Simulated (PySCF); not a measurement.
The numbers are results of M06-2X/def2-TZVP // B3LYP-D3(BJ)/def2-TZVP run with PySCF, not measurements. Isolated molecules, 0 K electronic values unless said otherwise. One relaxed conformer stands for a flexible species; it need not be the lowest. Excitations are Tamm–Dancoff values on a coarser integration grid. The basis has no diffuse functions, so Rydberg states are missing or too high.

Reference species (SMILES): `C/C(C#N)=C\[SiH3]` (neutral, multiplicity 1).

The HOMO–LUMO gap comes out as 8.26 eV and the brightest of the four lowest singlets (TDA) comes out as 6.33 eV. The HOMO is -9.23 eV and the S1 oscillator strength is 0.002.

Changed species: `C=C([SiH3])CC#N`.

Problem. Give the shifts of the HOMO–LUMO gap, brightest of the four lowest singlets (TDA), HOMO and S1 oscillator strength.

Solution. the HOMO–LUMO gap goes up by 1.29 eV, to 9.55 eV; the brightest of the four lowest singlets (TDA) goes up by 1.24 eV, to 7.57 eV; the HOMO falls by 0.30 eV, to -9.53 eV; the S1 oscillator strength hardly moves.
